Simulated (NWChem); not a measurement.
# SiH2OF2; SMILES F[SiH](O)F

```xyz
6

Si     0.0005     0.0245    -0.3411
O      0.0063     1.5586     0.2133
F      1.2749    -0.7903     0.2112
F     -1.2816    -0.7792     0.2096
H      0.0021     0.0473    -1.8080
H     -0.0013     1.7227     1.1612
```
Atoms are numbered in this order, from 1.

Results from NWChem. Geometry optimised at PBE0/def2-SVP; all other runs use it. 

```tsv
quantity	level	value
anisotropy (bohr³), static	PBE0/def2-SVPD	2.5
cavity-dispersion-structure term (kcal/mol) in n-hexane	PBE0/def2-SVP, SMD	-0.3
vertical, lowest excitation, singlet (eV)	PBE0/def2-SVPD, TDA	[?]
−ε(HOMO) (eV)	PBE0/def2-SVP	[?]
dipole (D)	PBE0/def2-SVP	[?]
highest harmonic frequency (cm⁻¹)	PBE0/def2-SVP	3936
```

Some entries are withheld; supply them.


- vertical, lowest excitation, singlet (eV), value: 8.86
- −ε(HOMO) (eV), value: 10.11
- dipole (D), value: 1.23
